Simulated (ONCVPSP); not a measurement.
# Building the ONCV potential for Ba (PBE, scalar-relativistic).

```json
{"Element": "Ba", "Generator": "ONCVPSP 4.0.1", "Type": "optimised norm-conserving Vanderbilt (ONCV)", "Functional": "PBE", "Relativity": "scalar-relativistic", "Frozen core": "[Xe]", "Valence charge": "2", "Reference configuration": "6s1.5 (charge +0.5)", "Partial waves": "6s: rc 3.05 bohr, ncon 4, nbas 8, qcut 1.8 1/bohr, 2 projectors, debl 2.3 Ha; p scattering state at 0.1 Ha: rc 2.75 bohr, ncon 4, nbas 7, qcut 3.2 1/bohr, 2 projectors, debl 1.1 Ha; d scattering state at 0.26 Ha: rc 2.60 bohr, ncon 3, nbas 7, qcut 3.9 1/bohr, local", "Local potential": "the d channel", "Core correction": "Teter function fitted to the true core (icmod 2), fcfact 0.15"}
```

(1) Does the generator finish with these settings?

Answers

(1) No. ONCVPSP 4.0.1 stopped with "optimize: ERROR ps0norm > uunorm, code will stop": the continuity conditions at rc already need more norm inside rc than the all-electron wave has, so norm conservation cannot be met. It happened in the s channel.
